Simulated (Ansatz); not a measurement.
`C[N](C)[Mg][OH]` and `C[N](C)[AlH2]` differ in one atom or group.

Ansatz, PBE0-D4/def2-TZVP geometries, multiplicity 1. Each molecule was computed in one conformer, which needn't be the lowest.

```
                                                                                  property  `C[N](C)[Mg][OH]`
                                                       LUMO energy (B3LYP/def2-TZVPP) / eV              -1.26
                                                       HOMO–LUMO gap (PBE/def2-TZVPP) / eV               2.51
                                                      HOMO–LUMO gap (PBE0/def2-TZVPP) / eV               4.47
                                                       HOMO energy (B3LYP/def2-TZVPP) / eV              -5.26
ideal-gas entropy at 298 K and 1 bar (rigid rotor, harmonic PBE0-D4/def2-TZVP) / J/(mol·K)                373
                                            size of the dipole moment (PBE/def2-TZVPP) / D               0.67
```

Give the same properties after the change, and the shifts. (Estimate.)

Ansatz gave: 
| property | `C[N](C)[AlH2]` | shift |
| --- | --- | --- |
| LUMO energy (B3LYP/def2-TZVPP) / eV | -0.96 | 0.30 |
| HOMO–LUMO gap (PBE/def2-TZVPP) / eV | 3.79 | 1.28 |
| HOMO–LUMO gap (PBE0/def2-TZVPP) / eV | 5.72 | 1.25 |
| HOMO energy (B3LYP/def2-TZVPP) / eV | -6.28 | -1.02 |
| ideal-gas entropy at 298 K and 1 bar (rigid rotor, harmonic PBE0-D4/def2-TZVP) / J/(mol·K) | 313 | -60 |
| size of the dipole moment (PBE/def2-TZVPP) / D | 1.18 | 0.51 |

With PBE0 the HOMO falls by 1.04 eV and the LUMO rises by 0.20 eV, so the gap widens by about 1.24 eV. PBE moves the HOMO by -1.07 eV and ωB97M-V by -1.02 eV. Dipoles are sizes alone; their direction can turn.

B3LYP here is the variant with VWN-RPA as its local correlation; programs differ in this.
